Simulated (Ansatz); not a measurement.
One change: `Cc1cccs1` becomes `Cc1ccc[se]1`.

Ansatz, PBE0-D4/def2-TZVP geometries, multiplicity 1. 

Scalar relativity is left out up to krypton.

```json
{"property": "HOMO energy (PBE/def2-TZVPP) / eV", "`Cc1cccs1`": "-5.52"}
{"property": "HOMO energy (ωB97M-V/def2-TZVPP) / eV", "`Cc1cccs1`": "-8.65"}
{"property": "LUMO energy (B3LYP/def2-TZVPP) / eV", "`Cc1cccs1`": "-0.46"}
{"property": "size of the dipole moment (ωB97M-V/def2-TZVPP) / D", "`Cc1cccs1`": "0.61"}
{"property": "HOMO–LUMO gap (PBE/def2-TZVPP) / eV", "`Cc1cccs1`": "4.39"}
{"property": "HOMO energy (B3LYP/def2-TZVPP) / eV", "`Cc1cccs1`": "-6.32"}
```

Task: What does the change do to each property? (An estimate is asked.)

Result: Ansatz gave: 
| property | `Cc1ccc[se]1` | shift |
| --- | --- | --- |
| HOMO energy (PBE/def2-TZVPP) / eV | -5.51 | 0.01 |
| HOMO energy (ωB97M-V/def2-TZVPP) / eV | -8.66 | -0.01 |
| LUMO energy (B3LYP/def2-TZVPP) / eV | -0.65 | -0.19 |
| size of the dipole moment (ωB97M-V/def2-TZVPP) / D | 0.64 | 0.03 |
| HOMO–LUMO gap (PBE/def2-TZVPP) / eV | 4.22 | -0.17 |
| HOMO energy (B3LYP/def2-TZVPP) / eV | -6.32 | 0.00 |

Dipoles are sizes alone; their direction can turn.

B3LYP here is the variant with VWN-RPA as its local correlation; programs differ in this.

Spin–orbit coupling is left out; it splits and shifts lone-pair levels of the heavy atoms by tenths of an eV.
